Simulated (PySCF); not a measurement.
Gas-phase equilibrium of 1 mol SnCl4, 39 mol H2O at 2000 K and 0.133 bar, among 27 species (ClO, SnCl4, O2, HCl, O, SnH2, HO2, SnO, SnHCl3, SnCl3, H2O, H, HOCl, H2O2, O3, H2, SnH4, SnCl2, SnH2Cl2, Cl, Cl2, SnO2, SnH3Cl, Sn2O2, SnHCl, Sn(OH)2, OH). Only gases are allowed; each row takes one source of thermochemistry for all species, and Cantera finds the minimum.

Computed with PySCF (xtb for GFN2) and rigid-rotor harmonic-oscillator thermochemistry at 1 bar. † marks an energy on the PBE0/def2-TZVP geometry and frequencies; other levels use their own. Open shells (unrestricted) among the columns below: O2 (multiplicity 3), Cl (multiplicity 2, electronic degeneracy 6), OH (multiplicity 2, electronic degeneracy 4); the rest are closed-shell singlets. GFN2 has no spin-polarisation term. Spin-orbit splitting is ignored; it lowers the true energy and changes the entropy of Cl, OH. Sn: scalar-relativistic def2 core potential, no spin-orbit coupling. The harmonic model lacks anharmonicity and excited electronic states, which grow with temperature; levels with a mode under 35 cm⁻¹ are left out. Soft modes under 120 cm⁻¹ make the harmonic entropy rough for SnCl2.

Molecules larger than those listed are left out. Also missing: (SnO)n, which can matter at low temperature or high pressure.

Mole fractions:

```csv
thermochemistry,x H2O,x HCl,x H2,x O2,x Cl,x SnO,x SnCl2,x OH
GFN2-xTB,0.90,0.045,0.00012,0.00059,0.027,0.017,0.0054,0.00010
PBE/def2-SVP,0.76,0.087,0.074,0.048,0.00100,0.021,0.0012,0.0020
PBE0/def2-SVP†,0.83,0.078,0.034,0.027,0.0019,0.016,0.0065,0.0061
LDA/def2-TZVP†,0.87,0.088,0.0064,0.015,0.00026,0.019,0.0028,0.00021
ωB97X-V/def2-TZVP†,0.84,0.086,0.024,0.022,0.0022,0.018,0.0026,0.0064
```
The most sensitive of these is H2: it spans a factor of 10^2.8 over these rows; at this temperature one factor of ten is RT ln 10 = 38 kJ/mol.
